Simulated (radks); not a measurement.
Results of a calculation; reference values are marked as such.
Effect of the nuclear size on the strontium ion Sr+, [Kr] 5s1. Level of theory: Dirac Kohn-Sham, relativistic LDA (MacDonald-Vosko exchange, VWN5 correlation), spin-unpolarised, spherical densities, finite nucleus; Fermi nuclear charge, rms radius 4.224 fm (a radial shooting solver on a logarithmic mesh with Libxc functionals). The rms radius is varied about that value; shifts are against it.

rms radius (fm)	total energy shift (eV)	density at nucleus (e/bohr^3)	1s1/2 shift (meV)	2s1/2 shift (meV)	3p1/2 shift (meV)	4s1/2 shift (meV)	4p1/2 shift (meV)
3.3876	-0.294	6.155e+04	-124	-12.8	0.210	-0.270	0.050
4.0212	-0.0768	6.062e+04	-32.4	-3.34	0.055	-0.071	0.013
4.224	0	6.035e+04	0.000	0.000	0.000	0.000	0.000
4.4817	0.103	6.004e+04	43.3	4.46	-0.073	0.094	-0.017
5.0561	0.351	5.94e+04	148	15.3	-0.251	0.322	-0.060

Slopes of the eigenvalues against <r^2> in GHz/fm^2, as finite differences over the two radii next to the reference (eigenvalue slopes, not the field-shift constants of lines): 1s1/2 4670, 2s1/2 482, 3p1/2 -7.91, 4s1/2 10.2, 4p1/2 -1.88.
